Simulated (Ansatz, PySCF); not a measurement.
Energy difference R1 → P1 + P2, each structure at its B3LYP-D3(BJ)/def2-TZVP stationary point, reached from a drawn start (curvature not checked).
R1: SiH4 (SMILES [SiH4]), charge 0, multiplicity 1.
P1: SiH2 (SMILES [SiH2]), charge 0, multiplicity 1.
P2, H2 (SMILES [H][H]) (charge 0, multiplicity 1):
| atom | x (Å) | y (Å) | z (Å) |
|---|---|---|---|
| H | 0.0000 | 0.0000 | 0.3720 |
| H | 0.0000 | 0.0000 | -0.3720 |

P less R. No zero-point or thermal terms.

Cores are frozen in the correlated methods. CBS: X⁻³ extrapolation of the correlation energy, Hartree–Fock from the larger set.

Programs: Ansatz (Gaussian basis) for Hartree–Fock, density functionals and correlated methods; PySCF for the D3/D4 terms. Each number belongs to the level named beside it.

PBE/def2-TZVPP gives 255.4 kJ/mol for the reaction energy.

Question: Predict the shift from PBE, with its sign, for: PBE-D3(BJ)/def2-TZVPP, r2SCAN/def2-TZVPP, PBE0/def2-TZVPP, wB97M-V/def2-TZVPP, B2PLYP/def2-TZVPP, MP2/CBS(cc-pV(T+d)Z, cc-pV(Q+d)Z), CCSD(T)/CBS(cc-pV(T+d)Z, cc-pV(Q+d)Z).

Answer: PBE-D3(BJ)/def2-TZVPP 2.1; r2SCAN/def2-TZVPP 18.6; PBE0/def2-TZVPP 11.5; wB97M-V/def2-TZVPP -2.2; B2PLYP/def2-TZVPP 2.4; MP2/CBS(cc-pV(T+d)Z, cc-pV(Q+d)Z) 15.3; CCSD(T)/CBS(cc-pV(T+d)Z, cc-pV(Q+d)Z) 3.3 kJ/mol. 6 of 7 lie above PBE; the widest gap is to r2SCAN/def2-TZVPP.

Ansatz is a first-principles code.
